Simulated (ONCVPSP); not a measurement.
silicon, ONCV: configuration errors across variants

ONCVPSP 4.0.1 input, shortened (lines: element, Z, core and valence counts, functional; n l f; lmax; l rc ep ncon nbas qcut; lloc lpopt rc5 dvloc0; l nproj debl; icmod fcfact rcfact), PBEsol, scalar-relativistic:

```
  Si 14.00    3    2  -116133      upf
    1    0    2.00
    2    0    2.00
    2    1    6.00
    3    0    2.00
    3    1    1.00
    1
    0    1.55    0.00    4    8    3.90
    1    1.60    0.00    4    9    4.40
    4    5    1.05    0.00
    0    2    2.00
    1    2    1.40
    1    0.25    0.00
```

All-electron excitation energies from the reference (eV): (1) 3s2 3p2 -7.713; (2) 3s2 3p0 15.964; (3) 3s1 3p0 49.863; (4) 3s1 3p2 7.409.

Errors AE − PS in meV (a dash: test not solved or not reliable):

| change | (1) | (2) | (3) | (4) | bound ghosts | GHOST(+) flags above zero |
| --- | --- | --- | --- | --- | --- | --- |
| base | +1.5 | +4.4 | +29 | -1.5 | none | s |
| s: qcut 3.5; p: qcut 3.9 | +1.5 | +4.4 | +27 | -1.9 | none | s |
| p: qcut 6.2 | +1.5 | +4.2 | +28 | -1.2 | none | s |

(1) Give the same row for: p: qcut 3.9.

Answers

(1) +1.5, +4.3, +29, -1.4; bound ghosts: none; GHOST(+) flags above zero: s.
